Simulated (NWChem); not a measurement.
Si$_{2}$H$_{5}$SF; SMILES S([SiH2]F)[SiH3]

```xyz
9

Si     0.6722    -1.7552     0.1022
S     -1.0440    -0.5046    -0.3031
Si    -0.2868     1.3674     0.3670
F      1.0456     1.7741    -0.4689
H      1.6415    -1.7218    -1.0286
H      1.3440    -1.2894     1.3517
H      0.1489    -3.1385     0.2778
H      0.1158     1.3179     1.7972
H     -1.3520     2.3673     0.1023
```
Atoms are numbered in this order, from 1.

Program: NWChem. All runs use the structure optimised with PBE0/def2-SVP.

Taking Hartree-Fock/pcseg-2 as the yardstick, which of these has the fewest basis functions while keeping “dipole (D)” within 0.05 D of it: Hartree-Fock/STO-3G; Hartree-Fock/aug-pcseg-1; Hartree-Fock/def2-SVP; Hartree-Fock/pcseg-1?

Hartree-Fock/def2-SVP (a larger set in the list lies outside the tolerance).
```csv
level,basis functions,dipole (D)
Hartree-Fock/STO-3G,37,1.01
Hartree-Fock/pcseg-1,93,1.56
Hartree-Fock/def2-SVP,93,1.38
Hartree-Fock/aug-pcseg-1,149,1.25
Hartree-Fock/pcseg-2,202,1.34
```

The yardstick is one finite set, not the basis-set limit.
